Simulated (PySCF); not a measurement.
C₃H₇GeNO₂.
Atom-mapped SMILES: `[CH2:1]=[N:2][C@@H:3]1[CH2:4][O:5][GeH2:6][O:7]1` (hydrogens: H8, H9 on C1; H10 on C3; H11, H12 on C4; H13, H14 on Ge6)

Cartesian coordinates in Å at the PBE0-D3(BJ)/def2-SVP level; atoms count from 1:
```
atom  x, y, z in Å
C1     2.1460    0.7946   -0.0262
N2     1.6142   -0.2891   -0.3960
C3     0.3654   -0.7049    0.1852
C4    -0.6761   -0.9399   -0.9339
O5    -1.3788    0.2571   -1.1822
Ge6   -1.4346    1.2035    0.3287
O7    -0.1888    0.1853    1.1273
H8     1.7039    1.4500    0.7443
H9     3.0985    1.1036   -0.4797
H10    0.5686   -1.6610    0.6987
H11   -0.1626   -1.2586   -1.8527
H12   -1.3723   -1.7404   -0.6201
H13   -0.9823    2.6485    0.0764
H14   -2.7602    1.0840    1.0959
```

Computed, not measured: core-valence-separated Tamm–Dancoff BHandHLYP/aug-pcX-1 (pcseg-1 on H, def2-SVPD on Ge) in PySCF, non-relativistic, gas phase, PBE0-D3(BJ)/def2-SVP geometry.

Computed nitrogen K-edge spectrum, Gaussian lines of 0.5 eV full width, highest printed point 100; it ends one width below the last computed root. No empirical shift is added; at this level the pattern usually sits a few eV under experiment.

```tsv
photon energy (eV)	absorption
395.4	1
395.6	12
395.8	53
396.0	100
396.2	78
396.4	25
396.6	3
396.8	0
397.0	0
397.2	0
397.4	0
397.6	0
397.8	0
398.0	0
398.2	0
398.4	0
398.6	0
398.8	0
399.0	0
399.2	0
399.4	0
399.6	0
399.8	0
400.0	0
400.2	0
400.4	0
400.6	0
400.8	1
401.0	4
401.2	5
401.4	4
401.6	6
401.8	9
402.0	7
```

Task: Assign the maxima to core holes.

Result: 3 maxima:
- 396.0 eV: N2 (imine nitrogen), 396.04 eV, f = 0.062, 100 % of the height at the exact maximum
- 401.2 eV: N2 (imine nitrogen), 401.20 eV, f = 0.002, 56 % of the height at the exact maximum; N2 (imine nitrogen), 401.08 eV, f = 0.001, 42 % of the height at the exact maximum
- 401.8 eV: N2 (imine nitrogen), 401.81 eV, f = 0.004, 73 % of the height at the exact maximum; N2 (imine nitrogen), 401.95 eV, f = 0.001, 16 % of the height at the exact maximum

Roots within 0.03 eV on the same or equivalent atoms count as one line; shares under 12 % aren't listed.

Vibrational structure and lifetime widths aren't in the curve. The ionisation threshold wasn't computed; near and above it a finite basis only mimics Rydberg series and continuum. Relativistic effects, spin–orbit coupling among them, are left out although an element past zinc is present.

Hardware: an Arm Neoverse V1 with one thread, shared host. Cost: 40 s of wall time, 1.1 GiB resident at most.

One conformer stands for the species.
